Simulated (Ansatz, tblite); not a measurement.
Isomers of Ga4O6 (singlet), found by a short tight-binding search and relaxed with PBE-D4/def2-SVP in Ansatz.

The xTB rows come from tblite.

A: It holds 1 O–O bond. B: The restricted singlet is unstable towards broken spin symmetry in Hartree–Fock (as tested in another run); at PBE-D4/def2-TZVP, r2SCAN-D4/def2-TZVP, PBE0-D4/def2-TZVP this wasn't settled.

Other spin states weren't relaxed.

A:

```xyz
10

Ga    0.179    2.874   -0.984
Ga   -0.832   -0.899   -0.201
Ga    0.792   -3.069    1.693
Ga    1.127    0.742    0.465
O    -0.660    3.951   -1.957
O    -1.666   -2.503   -0.142
O    -0.468    0.849   -0.626
O    -0.872   -3.368    0.708
O     0.777   -0.987    0.895
O     1.623    2.410    0.148
```

B:

```tsv
atom	x (Å)	y (Å)	z (Å)
Ga1	-1.342	-0.550	0.414
Ga2	-0.855	-0.051	-2.119
Ga3	1.583	0.211	2.313
Ga4	1.152	1.017	-0.768
O5	0.171	-1.123	1.503
O6	-1.837	-1.304	-1.228
O7	-1.164	-0.664	2.238
O8	-0.759	1.051	-0.493
O9	2.178	1.020	0.654
O10	0.873	0.393	-2.513
```

**Question.** Estimate which lies lowest at each level, and how far above it the others are (eV).

**Answer.** 
```tsv
level	A	B
GFN1-xTB	0.09	0.00
GFN2-xTB	0.55	0.00
PBE-D4/def2-TZVP	1.32	0.00
r2SCAN-D4/def2-TZVP	1.52	0.00
PBE0-D4/def2-TZVP	1.46	0.00
```
Point groups (tolerance 0.1 Å): A Cs, B not assigned. Lower isomers may exist.
